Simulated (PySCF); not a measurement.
Species: C₃H₁₃N₂Si₂ (doublet state).
Z-matrix (Å and degrees, GFN2-xTB geometry), rows numbered from 1:
```
C 
N   1  1.4403
Si  2  1.7180  1  122.31
C   3  1.8942  2  107.30  1  -177.52
C   4  1.5231  3  113.93  2    43.67
Si  5  1.8982  4  111.35  3    53.31
N   6  1.7408  5  106.38  4   164.51
H   1  1.0920  2  110.30  3   155.66
H   1  1.0870  2  108.45  3    36.68
H   1  1.0963  2  112.78  3   -82.94
H   2  1.0088  1  111.49  3   148.03
H   3  1.4651  2  106.19  1   -56.59
H   3  1.4821  2  114.63  1    62.90
H   4  1.0926  3  110.49  2   -80.35
H   4  1.0908  3  107.35  2   164.71
H   5  1.0954  4  110.03  3   174.61
H   5  1.0918  4  109.24  3   -68.87
H   6  1.4696  5  113.97  4    51.76
H   7  1.0065  6  118.91  5  -171.91
H   7  1.0075  6  119.43  5    49.12
```

The hyperfine couplings belong to this conformer and change with its torsions.

The species is `CN[SiH2]CC[SiH]N` [radical].

The calculation used UKS B3LYP, pcH-1 on C H N Si, non-relativistic, mean-field spin-orbit, GIAO (PySCF 2.14.0). One conformer (not necessarily the lowest) at the GFN2-xTB geometry, without solvent, vibrations or thermal averaging. Couplings are sensitive to structure, and on GFN2-xTB geometries they can be far from those on DFT ones, by a factor of two or more for some ions and for spin on atoms past the first row. No stability test was run, so a lower SCF solution isn't excluded.

Principal values of hyperfine tensors in MHz (contact, dipolar and spin–orbit terms together), for some of the nuclei:

```csv
atom,isotope,A1,A2,A3
Si6,29Si,-658.94,-443.90,-442.90
C5,13C,40.72,41.34,58.45
H16,1H,29.57,33.78,38.40
H20,1H,-21.79,-14.07,3.38
H19,1H,-20.66,-13.33,4.02
H12,1H,6.70,7.50,15.51
N7,14N,-4.36,-4.25,22.20
N2,14N,2.55,2.60,4.72
```

Task: Split each tensor into its isotropic and traceless parts, and turn a_iso into mT with g = 2.0027.

Result: a_iso is a third of the trace, T = A − a_iso, and a(mT) = a(MHz)/(g × 13.996). The tensors hold a spin–orbit part: the run splits a_iso into a_FC + a_SO, and T includes its anisotropic share.

```csv
atom,a_iso (MHz),a_FC,a_SO,a_iso (mT),T1,T2,T3
Si6,-515.25,-516.14,0.89,-18.382,-143.70,71.35,72.34
C5,46.84,46.83,0.01,1.671,-6.11,-5.50,11.61
H16,33.92,33.92,0.00,1.210,-4.35,-0.13,4.48
H20,-10.83,-10.86,0.03,-0.386,-10.96,-3.25,14.21
H19,-9.99,-10.02,0.03,-0.356,-10.67,-3.34,14.01
H12,9.90,9.90,0.00,0.353,-3.20,-2.41,5.61
N7,4.53,4.51,0.02,0.162,-8.89,-8.78,17.67
N2,3.29,3.29,0.00,0.117,-0.74,-0.69,1.43
```

Task: What spin density at the nucleus of C5 lies behind its contact coupling (g_N = 1.40482)?

Result: a_FC = (2μ0/3) gₑ μB g_N μN ρ(0)/(2S·h) = 800.24 MHz × g_N × ρ(0)/(2S), with ρ in bohr⁻³. With a_FC = 46.83 MHz and 2S = 1, ρ(0) = 0.04166 bohr⁻³.

Task: H18 (1H, g_N = 5.58569) isn't in the table. Its spin density at the nucleus is 0.02555 bohr⁻³. What is its contact coupling?

Result: By the same relation, a_FC = 114.2 MHz. Its full tensor has the principal values 106.92, 113.79, 121.92 MHz.

Task: Which nucleus of the table has the largest anisotropic coupling, and what is its form?

Result: Si6: -143.7, 71.4, 72.3 MHz (the dipolar term alone has -142.8, 70.8, 72.0), axial, in the ratio +1:+1:−2, the form that spin in one p orbital centred on that nucleus gives (the nuclear moment is negative).

Task: In a single crystal, with the field along each principal axis of the tensor of C5 in turn, what first-order splitting does this nucleus give (isotropic g, quadrupole terms neglected)?

Result: 2 lines (I = 1/2), spaced by |A_i|/(g × 13.996): 1.45, 1.47, 2.09 mT along the axes of A1, A2 and A3.
